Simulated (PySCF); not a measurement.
**Dipole response of La⁺ (lanthanum, charge +1)**

[Xe] 5d2, high-spin 3F determinant. All numbers are calculated (PySCF 2.14, a scalar-relativistic core potential, in def2-TZVPPD with the def2 core potential (46 electrons) (6s5p3d2f1g, 59 functions)). Coupled (time-dependent) response in atomic units; α is the mean over directions.

| method | mean α (bohr³) | α xx, yy, zz | C₆ (like pair) | S(−4) |
| --- | --- | --- | --- | --- |
| UHF | 45.30 | 45.30, 45.30, 45.30 | 383.9 | 1875 |
| PBE | 49.90 | 49.86, 49.86, 49.99 | 417.4 | 2646 |
| PBE0 | 46.99 | 46.99, 46.99, 46.97 | 396.1 | 2139 |
| TPSS | 49.53 | 49.56, 49.56, 49.46 | 421.0 | 2442 |
| r2SCAN0 | 45.58 | 45.08, 45.08, 46.60 | 394.4 | 1782 |

S(−4) is the Cauchy moment in α(ω) = α(0) + S(−4) ω² + …

Spin-orbit coupling is absent.

α(iu) at r2SCAN0:

```csv
u (hartree),α(iu) (bohr³)
0,45.58
0.0500,41.76
0.100,34.74
0.200,24.64
0.300,19.02
0.500,12.74
0.750,8.566
1.00,6.135
1.50,3.528
2.00,2.251
3.00,1.120
5.00,0.4322
```

For an ion, C₆ is the dispersion term alone; charge-induced terms of lower order in 1/R come first.

The components differ because the open shell of this determinant is not spherical; for a pure term their mean is the scalar polarisability.

Energies and moments cover only the electrons outside the core potential. Spin-orbit coupling, absent here, splits the open shell strongly.
